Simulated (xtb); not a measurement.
Al(H)(NCO)2 (C2HAlN2O2), SMILES O=C=[N][AlH][N]=C=O. All values are semi-empirical tight-binding results from xtb (GFN2-xTB unless named), good for trends rather than for accurate numbers. The structure is a stationary point at GFN2-xTB. The structure was generated by enumeration; whether it is a known compound was not checked. Other conformers were not sampled.

For metal compounds this method's bond lengths and energies can be far off.

```
Quantity                                       Value
-------------------------------------  -------------
point group as xtb finds it                      C2v
orbital gap                                  5.36 eV
zero-point energy                      21.1 kcal/mol
G − E(el) at 298.15 K (modified RRHO)   0.2 kcal/mol
```
